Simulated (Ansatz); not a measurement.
Ansatz (a program for electronic structure) input:

Ansatz 0.2 input:
```yaml
crystal:
  periodic: [false, false, false]
  atoms:
    - {symbol: W, position_ang: [0.42115097, -0.05322393, 0.14611469]}
    - {symbol: O, position_ang: [1.85423503, -0.54735741, -0.71954462]}
    - {symbol: O, position_ang: [1.09166055, 0.17506305, 1.74159764]}
    - {symbol: Br, position_ang: [-0.39170710, 1.99232200, -0.70617617]}
    - {symbol: Br, position_ang: [-1.17207395, -1.79469555, 0.16363585]}
basis:
  gaussian:
    orbitals: def2-TZVPD
hamiltonian:
  xc: {name: r2SCAN0}
total_charge: 1
magnetization: {spin_polarized: true, initial_magnetization: 1}
output: {forces: true}
```

What final total energy does it print?

-5365.58350 Eh (r2SCAN0/def2-TZVPD). The basis has 237 functions.

The spin state was set by rule; other spins were not relaxed.

The determinant is spin-contaminated: <S^2> is 0.85 against 0.75 for a pure state.
